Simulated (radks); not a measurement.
The numbers below are computed, except where a source is named.
Polarisability of neutral tellurium, [Kr] 4d10 5s2 5p4, at imaginary frequency. Level of theory: scalar-relativistic Kohn-Sham, LDA (Slater exchange, VWN5 correlation), spin-polarised, spherical densities, finite nucleus; open shells are filled with parallel spins first (spin-orbit coupling, left out, can overturn this in heavy ions); Fermi nuclear charge, rms radius 4.7423 fm (a radial shooting solver on a logarithmic mesh with Libxc functionals). Response by self-consistent Sternheimer equations with the Hartree and adiabatic LDA kernel, the relativistic mass of each level held fixed and spin-orbit coupling left out.

w (hartree),alpha1(iw) (bohr^3)
0.00266,40.68
0.0143,40.60
0.0360,40.14
0.0697,38.74
0.118,35.71
0.186,30.69
0.280,24.19
0.413,17.37
0.605,11.43
0.892,6.972
1.35,4.005
2.12,2.162
3.59,1.030
6.94,0.3697
17.5,0.07956

Static values: alpha1 = 40.68 bohr^3 (6.029 angstrom^3; uncoupled 64.13). C6 = 447.2, triple-dipole C9 = 12890 atomic units. One-pole (London) frequency 4 C6 / (3 alpha1^2) = 0.360 hartree, against 0.202 for minus the highest occupied eigenvalue. Recommended static value: 38 bohr^3 (Schwerdtfeger and Nagle, 2023 table).
